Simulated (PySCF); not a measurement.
Geometry:
```json
{"atom": "Si1", "x (Å)": "3.025", "y (Å)": "0.143", "z (Å)": "-0.196"}
{"atom": "O2", "x (Å)": "1.542", "y (Å)": "0.768", "z (Å)": "0.230"}
{"atom": "C3", "x (Å)": "0.346", "y (Å)": "0.035", "z (Å)": "0.254"}
{"atom": "B4", "x (Å)": "-0.903", "y (Å)": "0.657", "z (Å)": "0.977"}
{"atom": "C5", "x (Å)": "-2.158", "y (Å)": "0.127", "z (Å)": "0.212"}
{"atom": "C6", "x (Å)": "-1.616", "y (Å)": "-0.904", "z (Å)": "-0.791"}
{"atom": "C7", "x (Å)": "-0.194", "y (Å)": "-0.439", "z (Å)": "-1.104"}
{"atom": "H8", "x (Å)": "3.137", "y (Å)": "-0.092", "z (Å)": "-1.670"}
{"atom": "H9", "x (Å)": "3.250", "y (Å)": "-1.162", "z (Å)": "0.506"}
{"atom": "H10", "x (Å)": "4.047", "y (Å)": "1.140", "z (Å)": "0.222"}
{"atom": "H11", "x (Å)": "0.469", "y (Å)": "-0.893", "z (Å)": "0.879"}
{"atom": "H12", "x (Å)": "-0.876", "y (Å)": "1.403", "z (Å)": "1.926"}
{"atom": "H13", "x (Å)": "-3.045", "y (Å)": "-0.178", "z (Å)": "0.788"}
{"atom": "H14", "x (Å)": "-2.472", "y (Å)": "1.044", "z (Å)": "-0.337"}
{"atom": "H15", "x (Å)": "-2.235", "y (Å)": "-1.015", "z (Å)": "-1.695"}
{"atom": "H16", "x (Å)": "-1.581", "y (Å)": "-1.899", "z (Å)": "-0.313"}
{"atom": "H17", "x (Å)": "-0.213", "y (Å)": "0.425", "z (Å)": "-1.792"}
{"atom": "H18", "x (Å)": "0.424", "y (Å)": "-1.218", "z (Å)": "-1.580"}
```

Geometry: PBE0-D3(BJ)/def2-SVP; GIAO shifts from PySCF 2.14.0 with density-fitted response routines, gas phase, non-relativistic, averaged over equivalent atoms.

At KT2/pcSseg-1 (181 basis functions, 28 s wall time on 1 thread of an Arm Neoverse V2, shared host):
```json
{"atoms": "Si1", "δ (ppm)": "-28.6"}
{"atoms": "O2", "δ (ppm)": "35.0"}
{"atoms": "C3", "δ (ppm)": "90.8"}
{"atoms": "C7", "δ (ppm)": "35.0"}
{"atoms": "C5", "δ (ppm)": "34.4"}
{"atoms": "C6", "δ (ppm)": "25.4"}
{"atoms": "B4", "δ (ppm)": "80.8"}
{"atoms": "H12", "δ (ppm)": "7.52"}
{"atoms": "H8/H9/H10", "δ (ppm)": "5.03"}
{"atoms": "H11", "δ (ppm)": "3.67"}
{"atoms": "H18", "δ (ppm)": "2.25"}
{"atoms": "H13", "δ (ppm)": "2.13"}
{"atoms": "H15", "δ (ppm)": "2.02"}
{"atoms": "H17", "δ (ppm)": "1.39"}
{"atoms": "H16", "δ (ppm)": "1.36"}
{"atoms": "H14", "δ (ppm)": "0.72"}
```

Chemical shifts δ = σref − σ; TMS for 29Si (361.05 ppm) and 13C (183.22 ppm) and 1H (31.18 ppm); 17O (330.66 ppm) against H2O; 11B (99.90 ppm) against BF3·OEt2, all at this level.

Question: Estimate the result of repeating the calculation with PBE0/pcSseg-1.

Answer: 
```json
{"atoms": "Si1", "δ at PBE0/pcSseg-1": "-30.0", "change": "-1.4"}
{"atoms": "O2", "δ at PBE0/pcSseg-1": "24.2", "change": "-10.8"}
{"atoms": "C3", "δ at PBE0/pcSseg-1": "87.5", "change": "-3.3"}
{"atoms": "C7", "δ at PBE0/pcSseg-1": "34.6", "change": "-0.4"}
{"atoms": "C5", "δ at PBE0/pcSseg-1": "33.0", "change": "-1.4"}
{"atoms": "C6", "δ at PBE0/pcSseg-1": "24.3", "change": "-1.1"}
{"atoms": "B4", "δ at PBE0/pcSseg-1": "87.0", "change": "+6.2"}
{"atoms": "H12", "δ at PBE0/pcSseg-1": "7.62", "change": "+0.10"}
{"atoms": "H8/H9/H10", "δ at PBE0/pcSseg-1": "4.88", "change": "-0.15"}
{"atoms": "H11", "δ at PBE0/pcSseg-1": "3.38", "change": "-0.29"}
{"atoms": "H18", "δ at PBE0/pcSseg-1": "2.17", "change": "-0.08"}
{"atoms": "H13", "δ at PBE0/pcSseg-1": "1.97", "change": "-0.16"}
{"atoms": "H15", "δ at PBE0/pcSseg-1": "1.93", "change": "-0.09"}
{"atoms": "H17", "δ at PBE0/pcSseg-1": "1.43", "change": "+0.04"}
{"atoms": "H16", "δ at PBE0/pcSseg-1": "1.30", "change": "-0.06"}
{"atoms": "H14", "δ at PBE0/pcSseg-1": "0.63", "change": "-0.09"}
```

Shifts are taken against calculated references (same method and geometry level): TMS for 29Si (351.99 ppm) and 13C (184.41 ppm) and 1H (31.27 ppm); 17O (334.56 ppm) vs H2O; BF3·OEt2 for 11B (100.73 ppm).

The largest change is at O2 (oxygen bonded to C, Si). Cost: 181 basis functions, 27 s wall time on 1 thread of an Arm Neoverse V2, shared host. The order of the carbon signals is the same at both levels.

A carbon bonded to boron is broadened by the quadrupolar boron nucleus and is often missing from a measured spectrum. Experimental scales use liquid or dissolved standards, which lie at an offset from isolated H2O (liquid H2O: subtract about 36 ppm).
